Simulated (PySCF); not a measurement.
Constitutional and geometric isomers with formula C2H6N2O. All species are isolated molecules in the gas phase. One relaxed conformer stands for each flexible species; it need not be the lowest. Strings in code marks are SMILES.

Method: r2SCAN-D4/def2-TZVP (PySCF). All candidates: neutral, multiplicity 1. Delta-SCF ions had no search for a lower state. 

```json
{
  "vertical ionisation energy (Delta-SCF)": "8.75 eV",
  "HOMO–LUMO gap": "6.28 eV",
  "HOMO": "-5.66 eV"
}
```

Task: Name which member has these values.
(A) `[H]/N=C(\O)NC` (C–N–C–O torsion -171°, N–C–O–H torsion -2°)
(B) `[H]/N=C(\N)OC`
(C) `[H]/N=C/NCO`
(D) `[H]/N=C/OCN`

Result: A, `[H]/N=C(\O)NC` (C–N–C–O torsion -171°, N–C–O–H torsion -2°). The others give `[H]/N=C/OCN`: 9.04 eV, 5.97 eV, -6.05 eV; `[H]/N=C/NCO`: 9.21 eV, 5.69 eV, -6.14 eV; `[H]/N=C(\N)OC`: 9.14 eV, 6.68 eV, -5.98 eV
